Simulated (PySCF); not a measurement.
C₆H₅ (SMILES [c]1ccccc1), doublet, at a GFN2-xTB geometry; CCSD/STO-3G run with PySCF.

The PySCF input:
```python
from pyscf import gto, scf, cc

mol = gto.M(
    atom='''
C     0.00657844    1.39392329    0.00206971
C     1.21285736    0.75889559    0.00993894
C     1.20046399   -0.63514077    0.00782669
C    -0.00619493   -1.31265934   -0.00194905
C    -1.20640519   -0.62375584   -0.00969592
C    -1.20564035    0.77033552   -0.00766832
H     2.14773318    1.29894833    0.01753479
H     2.13549697   -1.17724242    0.01385411
H    -0.01129590   -2.39351715   -0.00355392
H    -2.14651307   -1.15698773   -0.01732000
H    -2.13537713    1.31920822   -0.01364732
''',
    basis='sto-3g',
    spin=1,
    verbose=4,
)

mf = scf.UHF(mol)
mf.kernel()

mycc = cc.CCSD(mf)
mycc.kernel()
print('E(CCSD) = %.10f' % mycc.e_tot)
```

The log (banner, timings and long lists left out):

```
PySCF version 2.14.0

[INPUT] verbose = 4
[INPUT] num. atoms = 11
[INPUT] num. electrons = 41
[INPUT] charge = 0
[INPUT] spin (= nelec alpha-beta = 2S) = 1
[INPUT] symmetry False subgroup None
[INPUT] Mole.unit = angstrom
[INPUT] Symbol           X                Y                Z      unit          X                Y                Z       unit  Magmom
[INPUT]  1 C      0.006578440000   1.393923290000   0.002069710000 AA    0.012431449927   2.634133256753   0.003911185057 Bohr   0.0
[INPUT]  2 C      1.212857360000   0.758895590000   0.009938940000 AA    2.291968238563   1.434104822240   0.018781874568 Bohr   0.0
[INPUT]  3 C      1.200463990000  -0.635140770000   0.007826690000 AA    2.268548163503  -1.200242105845   0.014790300562 Bohr   0.0
[INPUT]  4 C     -0.006194930000  -1.312659340000  -0.001949050000 AA   -0.011706721061  -2.480566647452  -0.003683170703 Bohr   0.0
[INPUT]  5 C     -1.206405190000  -0.623755840000  -0.009695920000 AA   -2.279775404354  -1.178727706198  -0.018322633326 Bohr   0.0
[INPUT]  6 C     -1.205640350000   0.770335520000  -0.007668320000 AA   -2.278330066225   1.455723156824  -0.014491024636 Bohr   0.0
[INPUT]  7 H      2.147733180000   1.298948330000   0.017534790000 AA    4.058627498841   2.454656593661   0.033135950752 Bohr   0.0
[INPUT]  8 H      2.135496970000  -1.177242420000   0.013854110000 AA    4.035504413139  -2.224665756020   0.026180473600 Bohr   0.0
[INPUT]  9 H     -0.011295900000  -2.393517150000  -0.003553920000 AA   -0.021346157330  -4.523091887950  -0.006715935469 Bohr   0.0
[INPUT] 10 H     -2.146513070000  -1.156987730000  -0.017320000000 AA   -4.056321825099  -2.186389939182  -0.032730056477 Bohr   0.0
[INPUT] 11 H     -2.135377130000   1.319208220000  -0.013647320000 AA   -4.035277948360   2.492942237075  -0.025789697134 Bohr   0.0

nuclear repulsion = 195.935590137592
number of shells = 23
number of NR pGTOs = 105
number of NR cGTOs = 35
basis = sto-3g
ecp = {}

******** <class 'pyscf.scf.uhf.UHF'> ********
method = UHF
initial guess = minao
damping factor = 0
level_shift factor = 0
DIIS = <class 'pyscf.scf.diis.CDIIS'>
diis_start_cycle = 1
diis_space = 8
diis_damp = 0
SCF conv_tol = 1e-09
SCF conv_tol_grad = None
SCF max_cycles = 50
direct_scf = True
direct_scf_tol = 1e-13
number electrons alpha = 21  beta = 20
Set gradient conv threshold to 3.16228e-05
init E= -229.175309829996

cycle= 1 E= -227.16961386916  delta_E= 2.01  |g|= 0.23  |ddm|= 3.29
cycle= 2 E= -227.226191723128  delta_E= -0.0566  |g|= 0.0842  |ddm|= 0.454
cycle= 3 E= -227.234675420583  delta_E= -0.00848  |g|= 0.0347  |ddm|= 0.193
cycle= 4 E= -227.236301447377  delta_E= -0.00163  |g|= 0.0183  |ddm|= 0.0593
cycle= 5 E= -227.237487507058  delta_E= -0.00119  |g|= 0.0171  |ddm|= 0.056
cycle= 6 E= -227.238051197285  delta_E= -0.000564  |g|= 0.0177  |ddm|= 0.0258
cycle= 7 E= -227.235821939002  delta_E= 0.00223  |g|= 0.0136  |ddm|= 0.116
cycle= 8 E= -227.2339036306  delta_E= 0.00192  |g|= 0.00606  |ddm|= 0.194
cycle= 9 E= -227.233755088346  delta_E= 0.000149  |g|= 0.00235  |ddm|= 0.0713
cycle= 10 E= -227.23374696704  delta_E= 8.12e-06  |g|= 0.00105  |ddm|= 0.0239
cycle= 11 E= -227.233748097536  delta_E= -1.13e-06  |g|= 0.000357  |ddm|= 0.0098
cycle= 12 E= -227.233748426685  delta_E= -3.29e-07  |g|= 0.000174  |ddm|= 0.00123
cycle= 13 E= -227.23374852661  delta_E= -9.99e-08  |g|= 5.91e-05  |ddm|= 0.00116
cycle= 14 E= -227.233748535493  delta_E= -8.88e-09  |g|= 2.52e-05  |ddm|= 0.000268
cycle= 15 E= -227.233748537065  delta_E= -1.57e-09  |g|= 1.19e-05  |ddm|= 9.62e-05
cycle= 16 E= -227.233748537171  delta_E= -1.06e-10  |g|= 5.4e-06  |ddm|= 4.49e-05
Extra cycle  E= -227.233748537234  delta_E= -6.33e-11  |g|= 4.69e-06  |ddm|= 1.1e-05
converged SCF energy = -227.233748537234  <S^2> = 0.82108694  2S+1 = 2.0698666

******** <class 'pyscf.cc.uccsd.UCCSD'> ********
CC2 = 0
CCSD nocc = (np.int64(21), np.int64(20)), nmo = (35, 35)
max_cycle = 50
direct = 0
conv_tol = 1e-07
conv_tol_normt = 1e-06
diis_space = 6
diis_start_cycle = 0
diis_start_energy_diff = 1e+09
Init t2, MP2 energy = -0.325254920768298
Init E_corr(UCCSD) = -0.325254920800472
cycle = 1  E_corr(UCCSD) = -0.36588969854342  dE = -0.0406347777  norm(t1,t2) = 0.105561
cycle = 2  E_corr(UCCSD) = -0.383390509805336  dE = -0.0175008113  norm(t1,t2) = 0.0558328
cycle = 3  E_corr(UCCSD) = -0.400358523765722  dE = -0.016968014  norm(t1,t2) = 0.0371458
cycle = 4  E_corr(UCCSD) = -0.402966526372103  dE = -0.00260800261  norm(t1,t2) = 0.0150328
cycle = 5  E_corr(UCCSD) = -0.402756924023341  dE = 0.000209602349  norm(t1,t2) = 0.00844652
cycle = 6  E_corr(UCCSD) = -0.402956837854207  dE = -0.000199913831  norm(t1,t2) = 0.00367556
cycle = 7  E_corr(UCCSD) = -0.402999439045723  dE = -4.26011915e-05  norm(t1,t2) = 0.00141226
cycle = 8  E_corr(UCCSD) = -0.403001736571907  dE = -2.29752618e-06  norm(t1,t2) = 0.000904335
cycle = 9  E_corr(UCCSD) = -0.40303814205539  dE = -3.64054835e-05  norm(t1,t2) = 0.000605034
cycle = 10  E_corr(UCCSD) = -0.403053893955193  dE = -1.57518998e-05  norm(t1,t2) = 0.000304104
cycle = 11  E_corr(UCCSD) = -0.403052213208679  dE = 1.68074651e-06  norm(t1,t2) = 0.000125527
cycle = 12  E_corr(UCCSD) = -0.403046499450474  dE = 5.71375821e-06  norm(t1,t2) = 5.97808e-05
cycle = 13  E_corr(UCCSD) = -0.403042605415515  dE = 3.89403496e-06  norm(t1,t2) = 3.41234e-05
cycle = 14  E_corr(UCCSD) = -0.403041306612856  dE = 1.29880266e-06  norm(t1,t2) = 1.47543e-05
cycle = 15  E_corr(UCCSD) = -0.403040680450123  dE = 6.26162733e-07  norm(t1,t2) = 7.28629e-06
cycle = 16  E_corr(UCCSD) = -0.403040468298464  dE = 2.12151659e-07  norm(t1,t2) = 3.48807e-06
cycle = 17  E_corr(UCCSD) = -0.403040395774466  dE = 7.25239981e-08  norm(t1,t2) = 1.65074e-06
cycle = 18  E_corr(UCCSD) = -0.403040334996699  dE = 6.07777667e-08  norm(t1,t2) = 1.03826e-06
cycle = 19  E_corr(UCCSD) = -0.403040274763353  dE = 6.02333465e-08  norm(t1,t2) = 6.51853e-07
UCCSD converged
E(UCCSD) = -227.6367888119977  E_corr = -0.4030402747633525
E(CCSD) = -227.6367888120
```
